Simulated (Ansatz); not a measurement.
A ladder of methods for SiH3Br (SMILES [SiH3]Br)

SiH3Br has 5 atoms, charge 0, and is taken as a singlet. As SMILES, `[SiH3]Br`. The coordinates come from a PBE0-D4/def2-TZVP relaxation. The run starts from this shape.

Each level gives the adiabatic ionisation energy (to the doublet cation, no zero-point term) (eV). The values are calculated.

| level | kind | program | value (eV) | CPU time (all runs) |
| --- | --- | --- | --- | --- |
| HF/STO-3G | Hartree–Fock | Ansatz | 7.18 | 10 s |
| HF/3-21G | Hartree–Fock | Ansatz | 9.20 | 7.9 s |
| HF/6-31G* (Cartesian functions) | Hartree–Fock | Ansatz | 9.68 | 28 s |
| PBE/def2-SVP | GGA | Ansatz | 10.41 | 36 s |
| B3LYP/6-31G* (Cartesian functions) | global hybrid | Ansatz | 10.62 | 47 s |
| MP2/6-31G* (Cartesian functions) | perturbation theory | Ansatz | 10.44 | 46 s |

All-electron rows without a relativistic Hamiltonian named are non-relativistic. Spin-orbit coupling, which can split open shells on such heavy atoms by tenths of an eV, is left out. The values span 7.18 to 10.62 eV. In the correlated wave-function rows the outer d shell of Br is correlated, in sets not made for it. Without the sets that lack polarisation functions the rows with a basis span only 9.68 to 10.62 eV. In so small a basis fixed costs decide the times, and correlated methods can beat functionals. CPU times are rough (shared hosts, several kinds of processor and program).
